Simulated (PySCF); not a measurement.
C3H5BF4.
Atom-mapped SMILES: `[F:1][B:2]([F:3])[CH2:4][CH2:5][CH:6]([F:7])[F:8]` (hydrogens: H9, H10 on C4; H11, H12 on C5; H13 on C6)

Torsions of this conformer, `[F:1][B:2]([F:3])[CH2:4][CH2:5][CH:6]([F:7])[F:8]`: F1–B2–C4–C5 -168°, B2–C4–C5–C6 -172°, C4–C5–C6–F7 178°.

The closed-shell ground state was solved at several levels (PySCF, density fitting, gas phase, non-relativistic). Geometry: PBE0-D3(BJ)/def2-SVP, one conformer, isolated molecule.

| level | basis functions | total energy (Eh) | HOMO (eV) | LUMO (eV) | gap (eV) | dipole (D) |
| --- | --- | --- | --- | --- | --- | --- |
| B3LYP/pcJ-1 | 266 | -541.7069 | -9.22 | -0.17 | 9.05 | 1.62 |
| KT2/pcSseg-2 | 358 | -549.5783 | -8.00 | -1.07 | 6.93 | 1.55 |
| wB97X-D/def2-SVPD | 212 | -541.1568 | -11.51 | 1.69 | 13.20 | 1.68 |

(1) What might PBE0/pcSseg-1 (161 basis functions) give for the same quantities?

(2) Over all these levels, which gives the widest orbital gap and which the narrowest?

(3) How far do the dipole and the HOMO energy spread over the levels?

Answers

(1) Total energy -541.0938 Eh, HOMO -9.46 eV, LUMO 0.11 eV, gap 9.57 eV, dipole 1.63 D.

(2) wB97X-D/def2-SVPD (range-separated hybrid) has the widest, 13.20 eV, and KT2/pcSseg-2 (GGA) the narrowest, 6.93 eV. Functional and basis both differ between the two, so the spread mixes both effects.

(3) The dipole runs from 1.55 to 1.68 D (mean 1.62 D) and the HOMO from -11.51 to -8.00 eV.

Note: wB97X-D ran without an empirical dispersion term, which enters the total energy and its gradient alone.
